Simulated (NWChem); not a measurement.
System: CrH2O4; SMILES [O]=[Cr](=[O])([OH])[OH]

NWChem input:

```
start job
memory heap 200 mb stack 900 mb global 1100 mb
geometry units angstroms noautosym
  Cr     0.000000     0.000000    -0.122388
  O     -0.015416     1.236537     0.791264
  O      0.015416    -1.236537     0.791264
  O      1.397280     0.017445    -1.123391
  H      2.298028    -0.300000    -0.774757
  O     -1.397280    -0.017445    -1.123391
  H     -2.298028     0.300000    -0.774757
end
basis spherical
  * library def2-svp
end
dft
  xc pbe0
  grid fine
  iterations 150
end
driver
  maxiter 120
  tight
end
task dft optimize
task dft freq
```

The level has its own optimisation; frequencies are unscaled. Brackets give each atom's bonded neighbours.

Q: Give the results of this calculation. (PBE0/def2-SVP.) Quantities: r Cr–O [Cr(OOOO)–O(Cr)] (Å); r Cr–O [Cr(OOOO)–O(CrH)] (Å); r H–O (Å); highest harmonic frequency (cm⁻¹); lowest (cm⁻¹); zero-point energy (kcal/mol); dipole (D).

A: 
```
Property                           Result
---------------------------------  ------
r Cr–O [Cr(OOOO)–O(Cr)] (Å)         1.534
r Cr–O [Cr(OOOO)–O(CrH)] (Å)        1.728
r H–O (Å)                           0.968
highest harmonic frequency (cm⁻¹)    3857
lowest (cm⁻¹)                         239
zero-point energy (kcal/mol)         22.2
dipole (D)                           2.06
```
